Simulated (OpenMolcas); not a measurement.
Cu3+: moving the ligands

Cu3+ with 4 ligands (chloride) in tetrahedral coordination (Td) at 2.17 Å. A charge of +0.25 e stands 3.2 Å behind each ligand. Ligand basis ANO-RCC-VDZP.

```json
{
  "Program": "OpenMolcas 26.06",
  "Method": "CASSCF",
  "Basis": "ANO-RCC-VDZP [5s4p2d1f]",
  "Scalar Hamiltonian": "DKH2, point nucleus",
  "Active space": "8 electrons in 5 orbitals (3d)",
  "State averaging": "2S+1 = 3 even, 10 roots; 2S+1 = 1 even, 15 roots",
  "Spin-orbit coupling": "RASSI with atomic mean-field integrals over the reference wave functions"
}
```

Runs around this geometry, states (labels of Td). Energies in cm-1 above the lowest state or level, χT in cm3 K/mol; under a threefold ground state the first gap can be a small split of the lowest multiplet, not the spin-orbit step.

```tsv
R (Å)	Ground state	First state of that spin	First gap with spin-orbit (degeneracies)	χT at 300 K	First state of another spin
2.08	3T1	3T2 5448	367.9 (1, 3)	1.578	1E 10191
2.17	3T1	3T2 4395	372.8 (1, 3)	1.684	1E 10538
2.31	3T1	3T2 3017	345.8 (1, 3)	1.825	1E 9861
```

Taking the first state of the same spin as R^-n, n = -ln(3017 / 5448) / ln(2.31 / 2.08) = 5.6 between the shortest and longest distance.

An orbital triplet at a regular site is open to Jahn-Teller coupling, which can distort the site and quench the lowest spin-orbit gaps and is left out. Without dynamic correlation the repulsion within the d shell is too large (B by tens of per cent), so at a given field states of lower spin stand too high. Ligand-to-metal charge-transfer states are missing. With no ligand orbital active B as a rule stays too high, so bands that hang on it stand too high and its fall with covalency is understated. With metal d orbitals alone and no dynamic correlation the field as a rule comes out too small, by tens of per cent, by up to half for chloride and softer ligands, and with too little covalency χT stands high. The least metal-like active orbital is 71 % on the metal (Löwdin) and no ligand orbital is active, so the numbers are rough (holds for R = 2.08). The least metal-like active orbital is 73 % on the metal (Löwdin) and no ligand orbital is active, so the numbers are rough (holds for R = 2.17). The least metal-like active orbital is 72 % on the metal (Löwdin) and no ligand orbital is active, so the numbers are rough (holds for R = 2.31). No measured value stands beside these numbers; the geometry was imposed, not optimised, and the real ion may take another.
